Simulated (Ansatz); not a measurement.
Cartesian coordinates (Å):
SMILES: [SiH3][OH+][SiH3]
```xyz
10

Si    -1.6204    -0.1890     0.0236
O      0.1085    -0.4530    -0.3728
Si     1.5617     0.4273     0.2008
H     -2.0359     0.9242    -0.8426
H     -2.2067    -1.4943    -0.3126
H     -1.5460     0.1388     1.4539
H      0.2734    -1.1025    -1.0755
H      2.6242    -0.5586    -0.0440
H      1.2182     0.6739     1.6078
H      1.6229     1.6331    -0.6387
```
Charge +1, spin multiplicity 1.

Calculation: Ansatz (a first-principles code) with frozen-core CCSD(T)/cc-pVTZ // r2SCAN-D4/def2-TZVP.

```yaml
HF energy: -656.66554 Ha
MP2 correlation energy: -0.48808 Ha
```

Task: Estimate the CCSD correlation energy, the (T) correction, the total energy and the T1 diagnostic.

Result: 
```json
{
 "CCSD correlation energy": "-0.53499 Ha",
 "(T) correction": "-0.01545 Ha",
 "CCSD(T) total energy": "-657.21598 Ha",
 "T1 diagnostic": "0.010"
}
```
